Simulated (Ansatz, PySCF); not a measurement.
Process, species as SMILES: C[SiH](F)N[SiH3] → C[SiH]F + [NH][SiH3] (the N-Si bond at the site shown breaks; other sites are not compared here)
Each molecule is optimised on its own at B3LYP-D3(BJ)/def2-TZVP (Ansatz, an electronic-structure program), one conformer each, not searched for the lowest. Frequencies are from Ansatz or PySCF.

Quantity: bond dissociation energy (enthalpy at 298 K, with B3LYP-D3(BJ) rigid-rotor harmonic-oscillator terms), in kcal/mol. Valence correlation only, unless marked. UHF or UKS for open shells. No spin-orbit coupling. Non-relativistic. CBS(X,Y): correlation extrapolated as X^-3; Hartree-Fock from the larger set. [CCSD(T)-MP2]/basis is that difference in the basis named.

RI-MP2/CBS(aug-cc-pV(T+d)Z,aug-cc-pV(Q+d)Z)+[CCSD(T)-MP2]/aug-cc-pV(T+d)Z (Ansatz) gives 120.7 kcal/mol.

Question: Another calculation gave 103.7 kcal/mol. Which level was it?
(A) B3LYP/def2-TZVPD (Ansatz)
(B) CAM-B3LYP/def2-TZVPD (Ansatz)
(C) BLYP/def2-TZVPD (Ansatz)
(D) B2GP-PLYP/def2-TZVPD (Ansatz)

Answer: C, BLYP/def2-TZVPD (Ansatz). The others give 113.0 (CAM-B3LYP), 116.2 (B2GP-PLYP), 108.4 (B3LYP) kcal/mol.
